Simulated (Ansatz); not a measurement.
H2O2Zn, charge +1, doublet, at a GFN2-xTB geometry (such geometries of metal compounds can be far from the true shape) (a state made from the parent by changing its charge; the spin is typed, not shown lowest), atoms displaced at random by about 0.08 Å a coordinate; Ansatz (a program for electronic structure) with R2SCAN/STO-3G, gradient.

Ansatz was given this input:
Ansatz 0.2 input:
```yaml
crystal:
  periodic: [false, false, false]
  atoms:
    - {symbol: Zn, position_ang: [0.02924731, 0.17078407, 0.12332680]}
    - {symbol: O, position_ang: [1.36323238, -0.10739331, -0.95780905]}
    - {symbol: H, position_ang: [1.86202594, 0.44109187, -1.44142195]}
    - {symbol: O, position_ang: [-1.15854699, -0.51307524, 0.97344846]}
    - {symbol: H, position_ang: [-2.02567181, -0.24711866, 1.52175917]}
basis:
  gaussian:
    orbitals: STO-3G
hamiltonian:
  xc: r2scan
total_charge: 1
magnetization: {spin_polarized: true, initial_magnetization: 1}
output: {forces: true}
```

It wrote (shortened):

```
Functional definition: r2SCAN
332 factors; integrals over basis functions are off by at most 2.0e-4 eV
mean field evaluation 1: about -51058.3938 eV, gradient 1.7e2 eV
mean field evaluation 2: about -51592.3987 eV, gradient 7.5e1 eV
mean field evaluation 4: about -51690.3051 eV, gradient 1.2e2 eV
mean field evaluation 8: about -51696.7287 eV, gradient 1.2e2 eV
mean field evaluation 16: about -51922.8278 eV, gradient 8.6e-1 eV
mean field evaluation 32: about -51922.6299 eV, gradient 9.6e-4 eV
mean field evaluation 64: about -51922.1380 eV, gradient 2.9e0 eV
mean field -51922.62992712 eV, -1908.1214553991 hartree, gradient 8.6e-6 eV, S^2 0.799677; 7 other end points of the search recorded, 0 dependent functions left out
the calculation of the forces begins
reference -51922.62993278 eV, -1908.1214556070 hartree; 24, 23 occupied and 6, 7 virtual orbitals, 332 factors
Total energy: -51922.62993278 eV, -1908.1214556070 hartree
Atom 0 at     0.029247     0.170784     0.123327 Å, force     0.670415    -3.005685    -1.216826 eV/Å
Atom 1 at     1.363232    -0.107393    -0.957809 Å, force   -10.157471    -5.656743     9.182146 eV/Å
Atom 2 at     1.862026     0.441092    -1.441422 Å, force     5.057890     6.427505    -4.910563 eV/Å
Atom 3 at    -1.158547    -0.513075     0.973448 Å, force     2.169480     2.448577    -1.677422 eV/Å
Atom 4 at    -2.025672    -0.247119     1.521759 Å, force     2.259687    -0.213654    -1.377336 eV/Å
Dipole moment:    -0.194762     0.292041     0.084610 e Å
```
